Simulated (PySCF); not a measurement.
C4H2F3O (charge +1).
Bonds: F1–C2, C2–F3, C2–F4, C2–O5, O5–C6, C6–C7, C7–C8 (double), C6–C8. Hydrogens: H9 on C7; H10 on C8.

Theory: core-valence-separated Tamm–Dancoff BHandHLYP/aug-pcX-1 (pcseg-1 on H) in PySCF, non-relativistic, gas phase, PBE0-D3(BJ)/def2-SVP geometry.

Computed oxygen K-edge spectrum, Gaussian lines of 0.3 eV full width, highest printed point 100; it ends one width below the last computed root. No empirical shift is added; at this level the pattern usually sits a few eV under experiment.

photon energy (eV), absorption and a bar:
```
    533.1          1 
    533.2          4 #
    533.3         19 ######
    533.4         46 ##############
    533.5         59 ##################
    533.6         41 ############
    533.7         15 #####
    533.8          3 #
    533.9          0 
    534.0          0 
    534.1          0 
    534.2          0 
    534.3          0 
    534.4          0 
    534.5          0 
    534.6          0 
    534.7          0 
    534.8          0 
    534.9          0 
    535.0          0 
    535.1          0 
    535.2          0 
    535.3          0 
    535.4          0 
    535.5          2 #
    535.6         12 ####
    535.7         35 ##########
    535.8         55 #################
    535.9         47 ##############
    536.0         22 ######
    536.1          6 ##
    536.2          6 ##
    536.3         26 ########
    536.4         69 #####################
    536.5        100 ##############################
    536.6         79 ########################
    536.7         33 ##########
    536.8          8 ##
    536.9          1 
    537.0          0 
    537.1          0 
    537.2          0 
    537.3          0 
    537.4          0 
    537.5          0 
    537.6          0 
    537.7          0 
    537.8          0 
    537.9          0 
    538.0          0 
    538.1          0 
    538.2          0 
    538.3          1 
    538.4          4 #
    538.5         13 ####
    538.6         25 ########
    538.7         27 ########
    538.8         16 #####
    538.9          6 ##
    539.0          5 #
```

**Question.** Where are the maxima, and which lines make them up?

**Answer.** 4 maxima:
- 533.5 eV: O5 (oxygen bonded to 2 C), 533.49 eV, f = 0.026, 100 % of the height at the exact maximum
- 535.8 eV: O5 (oxygen bonded to 2 C), 535.82 eV, f = 0.024, 100 % of the height at the exact maximum
- 536.5 eV: O5 (oxygen bonded to 2 C), 536.51 eV, f = 0.044, 100 % of the height at the exact maximum
- 538.7 eV: O5 (oxygen bonded to 2 C), 538.66 eV, f = 0.012, 100 % of the height at the exact maximum

Roots within 0.03 eV on the same or equivalent atoms count as one line; shares under 12 % aren't listed.

Vibrational structure and lifetime widths aren't in the curve. The ionisation threshold wasn't computed; near and above it a finite basis only mimics Rydberg series and continuum.

Conformer computed: `[F:1][C:2]([F:3])([F:4])[O:5][c+:6]1[cH:7][cH:8]1`: F1–C2–O5–C6 -117°, C2–O5–C6–C7 179°.

One conformer stands for the species.
